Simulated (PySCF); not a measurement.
# One molecule, several mistakes: BFH3OSi anion

Calculated results; nothing here was measured. They come from PySCF 2.14.0, an open-source quantum chemistry program, on an isolated molecule that a program drew, which may never have been made. The molecule is BFH3OSi anion (charge -1, singlet), drawn as the SMILES string `[O-]B(F)[SiH3]`.

Each row is a Hartree-Fock (HF) and frozen-core CCSD(T) single point in the aug-cc-pV(D+d)Z basis, meant for a local HF minimum. Run 1 is clean. Each other run has one planted mistake out of seven kinds, and not every kind appears here: one electron removed, one electron added, multiplicity raised by two, geometry at a saddle point, minimal basis STO-3G, one bond length entered in bohr, all coordinates scaled. The reference is restricted for singlets and unrestricted otherwise, and also for a bond in bohr. Adding or removing an electron swaps singlet and doublet. Electrons count all cores. HOMO and LUMO are orbital energies over both spins, the gradient is its largest component, and the lowest frequency (negative if imaginary) is given only where the gradient is small. Bond lengths are over the 6 bonds as drawn. T1 is the CCSD diagnostic: over 0.02 (restricted) or 0.045 (unrestricted) a single reference is doubtful.

Geometry of the clean run:
```xyz
7
BFH3OSi anion, angstrom
O     1.8219    3.3882   -2.1063
B     1.0838    2.7195   -1.3409
F     0.4576    3.2044   -0.1595
Si    0.5850    0.7146   -1.6021
H     1.1616    0.0933   -2.8381
H     1.0287   -0.1980   -0.4902
H    -0.8903    0.4324   -1.7016
```

```
run  electrons  basis functions  <S^2>  HOMO (eV)  LUMO (eV)  gradient (hartree/bohr)  lowest frequency (cm^-1)  mean bond (Å)  longest bond (Å)      T1  HF (hartree)  CCSD(T) (hartree)                          mistake
  1         40              128  0.000      -4.85       3.82                  2.0e-05                        49         1.5451             2.082  0.0183    -489.81250         -490.47414                         no fault
  2         40              128  0.745      -2.72       3.49                  3.6e-02                         -         1.8538             3.935  0.0703    -489.71514         -490.37571  one bond length entered in bohr
  3         40              128  0.000      -5.00       3.81                  3.2e-02                         -         1.5914             2.145  0.0191    -489.80658         -490.47340                                ?
  4         40              128  2.018       0.97       3.09                  9.2e-02                         -         1.5451             2.082  0.0514    -489.68938         -490.31374                                ?
```

**Which mistake was planted in run 3, and what did it cost?**

The mean and the longest bond both change by the same factor, 1.030, and the gradient is no longer small. So the mistake is: all coordinates scaled. Subtracting run 1 and multiplying by 627.51 kcal/mol a hartree, the energy moved by 3.7 kcal/mol in HF and 0.5 kcal/mol in CCSD(T).

**Which mistake was planted in run 4, and what did it cost?**

Electrons, basis and geometry are unchanged, and <S^2> is 2.018, beside S(S+1) = 2.00 for a multiplicity of 3. So the mistake is: multiplicity raised by two. Subtracting run 1 and multiplying by 627.51 kcal/mol a hartree, the energy moved by 77.3 kcal/mol in HF and 100.7 kcal/mol in CCSD(T).

Cautions from the logs. Run 2: T1 is over the limit, so its CCSD(T) energy is less reliable; run 4: T1 is over the limit, so its CCSD(T) energy is less reliable and the HOMO is above zero, so the electron isn't bound and the energy depends on the basis.
